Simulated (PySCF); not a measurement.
**HAsN, doublet: computed properties**

Method: PySCF, UPBE0, basis As def2-TZVP, N def2-TZVP, H def2-TZVP (no relativity, density fitting).

The structure is a minimum.

Coordinates in bohr (charge 0 multiplicity 2):
```
As   -0.2355    0.2362    0.3709
N     1.1698   -1.1734   -2.1572
H     1.2525   -1.2563    2.3969
```

```json
{
 "Point group": "Cs",
 "Bond lengths": "As–H 1.547 Å, As–N 1.703 Å",
 "Bond angles": "H–As–N 95.7°",
 "Principal polarisabilities": "24.1, 32.1, 44.6 bohr³",
 "Lowest empty level (α)": "-2.92 eV",
 "Enthalpy at 298.15 K above 0 K": "10.43 kJ/mol",
 "Spin squared ⟨S²⟩": "0.832",
 "Zero-point energy": "21.3 kJ/mol",
 "Rotational constants": "7.177, 0.4901, 0.4588 cm⁻¹",
 "Entropy at 298.15 K and 1 bar (electronic part: spin only)": "254.7 J/(mol K)",
 "Rotational symmetry number": "1",
 "Heat capacity Cp at 298.15 K": "39.5 J/(mol K)",
 "Atomisation energy without zero-point energy": "581 kJ/mol",
 "Highest occupied level (α)": "-7.81 eV",
 "Principal quadrupole moments (Buckingham, traceless) about the centre of mass": "-4.69, 2.21, 2.47 D Å",
 "Dipole moment": "2.46 D"
}
```

Harmonic modes (masses in u: As 74.922, N 14.003, H 1.008):
```tsv
symmetry	ω (cm⁻¹)	IR (km/mol)	μ (u)
a'	660	21.1	1.14
a'	856	3.7	9.29
a'	2053	82.8	1.02
```

Charges (e):
```tsv
atom	Mulliken	Löwdin	polar tensor	spin (Mulliken)	Mayer order to As1
As1	0.21	0.35	0.24	-0.32	–
N2	-0.28	-0.33	-0.17	1.17	2.01
H3	0.07	-0.02	-0.08	0.15	0.90
```

Mulliken populations on As1: s 7.83, p 14.78, d 10.16, f 0.02.

This need not be the most stable arrangement of these atoms.

The final relaxation and frequency run took 38 s on 2 threads of a shared Arm Neoverse V1 host, with 85 basis functions and 13 gradients; the process peaked at 0.82 GiB. Launch command: `OMP_NUM_THREADS=2 python axn.py task.json out`.
